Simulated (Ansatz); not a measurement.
`F[CH2][InH][F]` + CH₃NH₂ → `C[NH][InH][F]` + `CF` at 400 K and 1 bar (ligand exchange at the In–C bond).

Gas-phase electronic energies from Ansatz, PBE0-D4/def2-TZVP geometries. CCSD(T)/CBS adds triple-zeta CCSD(T) − MP2 to the extrapolated MP2 energy (def2 sets, frozen cores). This one scheme is used for every species. def2 core potentials past Kr. For In outer-core shells are correlated without core-valence functions, which leaves a few kJ/mol of doubt a bond. Each species was taken in one conformer, which may not be the lowest.

```json
{"species": "`F[CH2][InH][F]`", "CCSD(T)/CBS energy (Eh)": "-429.25055", "H − E (kJ/mol)": "123.9", "S (J/(mol·K))": "368.7"}
{"species": "CH₃NH₂", "CCSD(T)/CBS energy (Eh)": "-95.75281", "H − E (kJ/mol)": "185.4", "S (J/(mol·K))": "256.0"}
{"species": "`C[NH][InH][F]`", "CCSD(T)/CBS energy (Eh)": "-385.38945", "H − E (kJ/mol)": "191.9", "S (J/(mol·K))": "378.3"}
{"species": "`CF`", "CCSD(T)/CBS energy (Eh)": "-139.63461", "H − E (kJ/mol)": "117.5", "S (J/(mol·K))": "234.3"}
```

H − E and S are ideal-gas, rigid-rotor, harmonic terms from PBE0-D4/def2-TZVP, for one conformer and one mirror image of each species. 1 Eh = 2625.50 kJ/mol, R = 8.31446 J/(mol·K).

Question: By hand: ΔE, ΔH, ΔS and ΔG.

Answer: ΔE = (-385.38945) + (-139.63461) − (-429.25055) − (-95.75281) = -0.02070 Eh = -54.3 kJ/mol. Δ(H − E) = 191.9 + 117.5 − 123.9 − 185.4 = 0.1, so ΔH = -54.2 kJ/mol. ΔS = 378.3 + 234.3 − 368.7 − 256.0 = -12.1 J/(mol·K). ΔG = -54.2 − 400 × (-12.1)/1000 = -49.4 kJ/mol.

Question: By hand: the equilibrium constant, and the temperature at which ΔG would vanish if ΔH and ΔS stayed fixed.

Answer: log₁₀ K = −ΔG/(RT ln 10) = 6.5. ΔG = 0 at ΔH/ΔS = 4479 K, far beyond where these terms or the molecules hold.

The number of gas molecules stays the same, so ΔS is small and ΔH decides. A doubt of 5 kJ/mol in ΔE shifts log₁₀ K by 0.7 here. Other conformers and mirror images would add mixing entropy, several J/(mol·K) or more a flexible species. Modes under 60 cm⁻¹, often nearly free rotors, make the harmonic entropy too high. These are equilibria of isolated gas molecules and say nothing of rates. Largest T1 diagnostic: 0.016 (customary marks: 0.02 for closed shells, 0.045 for open ones).
